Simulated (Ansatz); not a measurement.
`[CH3][Al]([CH3])[InH2]` + `BNC=C` → `B[NH][Al]([CH3])[CH3]` + `C=[CH][InH2]`  (redistribution)

Gas-phase electronic energies from Ansatz, PBE0-D4/def2-TZVP geometries. CBS: MP2 limit from def2 TZ/QZ plus the TZ coupled-cluster correction, frozen cores. DFT in def2-TZVPP. Elements past krypton have def2 core potentials. For In outer-core shells are correlated without core-valence functions, which leaves a few kJ/mol of doubt a bond. One conformer a species, not always the lowest.

CCSD(T)/CBS gives -16.3 kcal/mol.

Another level gave -16.9 kcal/mol. Which?
A. CCSD(T)/def2-TZVPP
B. MP2/def2-TZVPP
C. B2PLYP/def2-TZVPP
D. r2SCAN/def2-TZVPP

A. CCSD(T)/def2-TZVPP -16.9, B2PLYP -15.2, r2SCAN -12.9, MP2/def2-TZVPP -18.4 kcal/mol.

Largest T1 diagnostic among the species: 0.013.

The D4 term adds −0.8 kcal/mol with B3LYP and −0.4 kcal/mol with PBE0; it sums over pairs of atoms, weighted by their polarisabilities, and B3LYP, whose exchange is more repulsive, gets the larger term. In def2-TZVPP, CCSD(T) changes the Hartree–Fock value by −1.2 kcal/mol (the triples alone add −0.2 kcal/mol) and MP2 by −2.7 kcal/mol.

CCSD(T)/CBS has its own doubt, a few kJ/mol and more with outer-core shells, so smaller differences from it don't rank the levels.

B3LYP here is the variant with VWN-RPA as its local correlation; programs differ in this.
